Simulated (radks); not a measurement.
Values are calculated unless marked as measured or tabulated.
Problem. The mean radii <r> (bohr) of the occupied orbitals of an atom or ion are listed with their occupations. Code: a radial shooting solver on a logarithmic mesh with Libxc functionals. Model: Dirac Kohn-Sham, PBEsol, spin-unpolarised, spherical densities, finite nucleus; Fermi nuclear charge, rms radius of each element as measured or else 0.836 A^(1/3) + 0.57 fm.

orbital  occ.      <r>
1s1/2       1  0.07206
2s1/2       2   0.3314
2p1/2       2   0.2895
2p3/2       4   0.2921
3s1/2       2    1.012
3p1/2       2    1.062
3p3/2       4    1.069
3d3/2       1    1.340
4s1/2       2    3.032

Name the element and its charge. Open shells, if any, fill j = l - 1/2 first.

Solution. Z = 21, scandium, charge +1: Sc+ in 1s1 2s2 2p6 3s2 3p6 3d1 4s2. The 1s radius gives Z: for a bare nucleus <r> = (2 gamma + 1)/(2Z) with gamma = sqrt(1 - (Z/c)^2), 0.07087 bohr for Z = 21, and screening makes it slightly larger (0.07206 here). The occupations add up to 20, and the charge is Z minus that.
